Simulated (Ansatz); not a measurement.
Calculated with Ansatz (gas phase, PBE0-D4/def2-TZVP geometries, no zero-point term in ΔE). CBS: MP2 limit from def2 TZ/QZ plus the TZ coupled-cluster correction, frozen cores. This one scheme is used for every species. Functionals use def2-TZVPP. B3LYP here is the variant with VWN-RPA as its local correlation; programs differ in this. Each species was taken in one conformer, which may not be the lowest.

Consider the ligand exchange at the Si–O bond: `CO[Si](F)(S)Cl` + H–F → `F[Si](F)(S)Cl` + CH₃OH.

```tsv
level	ΔE (eV)
PBE-D4	-0.30
PBE0-D4	-0.28
ωB97M-V	-0.31
B3LYP	-0.40
CCSD/def2-TZVPP	-0.30
HF/def2-QZVPP	-0.41
SCS-MP2/def2-QZVPP	-0.28
MP2/CBS(def2)	-0.23
```

Question: What does CCSD(T)/CBS give? (Best estimate.)

Answer: Ansatz gave: -0.26 eV. The listed levels differ from it by -0.04, -0.02, -0.05, -0.14, -0.04, -0.15, -0.02, 0.03 eV.

Largest T1 diagnostic among the species: 0.011.

In def2-TZVPP, CCSD(T) changes the Hartree–Fock value by +0.13 eV (the triples alone add +0.02 eV) and MP2 by +0.16 eV. The D4 term adds +0.11 eV with B3LYP and +0.07 eV with PBE0; it sums over pairs of atoms, weighted by their polarisabilities, and B3LYP, whose exchange is more repulsive, gets the larger term.
